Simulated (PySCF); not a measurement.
C₄H₄OSe, SMILES [Se]1C=C[C@H]1C=O. Geometry optimised at ωB97X-D3(BJ)/def2-SVP. The structure was generated by enumeration; whether it is a known compound was not checked. Other conformers were not sampled.

The numbers are results of ωB97X-D3(BJ)/def2-SVP (PySCF), not measurements.

Harmonic wavenumbers (cm⁻¹): 95, 174, 232, 376, 493, 617, 677, 776, 802, 913, 954, 1006, 1033, 1083, 1121, 1256, 1359, 1417, 1680, 1885, 2953, 3131, 3232, 3270. Rotational constants (GHz): 4.782, 1.800, 1.460; symmetry number 1.

### Question
Work out the zero-point energy and the ideal-gas rigid-rotor harmonic-oscillator thermochemistry at 298.15 K and 1 atm.

### Answer
ZPE = ½ Σ hcν = ½ × 30536 cm⁻¹ = 182.65 kJ/mol. H − E(el) = 200.71 kJ/mol. Entropy in J/(mol K): translation 170.99, rotation 115.64, vibration 47.50, total 334.13. G − E(el) = 101.09 kJ/mol. Cp = 92.87 J/(mol K). Modes under 150 cm⁻¹ make the vibrational entropy uncertain.
